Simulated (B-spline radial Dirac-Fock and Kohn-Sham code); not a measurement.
Auger decay of the 3d3/2 hole in Ta⁷⁺

System: tantalum as Ta⁷⁺, configuration 1s2 2s2 2p6 3s2 3p6 3d10 4s2 4p6 4d10 4f13 5s2 5p5.

Model: one-electron (LDA, Dirac) transition rates at Dirac-Fock energies. Program: a radial atomic solver. Kinetic energies are configuration averages from the vacuum level; the two-hole energies are estimated from single-hole states.

```
transition  kinetic energy (eV)  width (meV)  share (%)
   M4-N2N3                    –         11.4        0.7
   M4-N1N4                831.1         79.4        4.8
   M4-N1N5                843.0         9.70        0.6
   M4-N2N4                935.1         69.4        4.2
   M4-N2N5                942.9         5.29        0.3
   M4-N3N4                    –          144        8.8
   M4-N3N5                    –         5.27        0.3
   M4-N1N6               1050.6         27.9        1.7
   M4-N1N7               1052.8         8.21        0.5
   M4-N2N6               1152.1         17.6        1.1
   M4-N2N7               1153.7         8.67        0.5
   M4-N4N4               1161.6          127        7.7
   M4-N4N5               1172.9          255       15.5
   M4-N3N6                    –         8.46        0.5
   M4-N4O1               1349.3         14.1        0.9
   M4-N4N6               1383.1          114        7.0
   M4-N4O2               1384.0         10.2        0.6
   M4-N4N7               1384.1          142        8.6
   M4-N5N6               1393.7          123        7.5
   M4-N4O3               1395.3         20.8        1.3
   M4-N5N7               1396.7         6.50        0.4
   M4-N6N6               1601.6         99.8        6.1
   M4-N6N7               1603.9          291       17.7
   M4-N7N7               1606.1         6.15        0.4
```

A dash stands for an energy that rests on an unreliable hole state.

The listed channels hold 98 % of the non-radiative rate. Summed by principal shells, of 1.64 eV in all: MNN 96.2 %, MNO 3.8 %.

Values without a named source are computed, but for edge energies of neutral atoms, which are taken from tables.
